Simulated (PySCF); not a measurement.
Ligand exchange on a metal centre used in film growth or etching (Hf F-H). Gas-phase values, no solvent.

The charge on the central atom (Mulliken) from two functionals at the same geometries (PBE-D3(BJ)/def2-SVP), both in PySCF: PBE-D3(BJ)/def2-TZVP and B3LYP-D3(BJ)/def2-TZVP. B3LYP has the VWN-RPA correlation part, as in Gaussian. 

| species | PBE-D3(BJ)/def2-TZVP (e) | B3LYP-D3(BJ)/def2-TZVP (e) |
|---|---|---|
| 1 of 4 F replaced by H ([Hf(F)3(H)]) | 1.26 | 1.43 |
| 2 of 4 F replaced by H ([Hf(F)2(H)2]) | 1.03 | 1.20 |
| 3 of 4 F replaced by H ([Hf(F)(H)3]) | 0.84 | 0.99 |
| 4 of 4 F replaced by H | 0.69 | 0.82 |

Over these rows, drawn at random from the members with no instability flagged (it was tested for open shells, ions and some series alone), PBE minus B3LYP-D3(BJ): mean -0.15 e, from -0.18 e to -0.13 e.
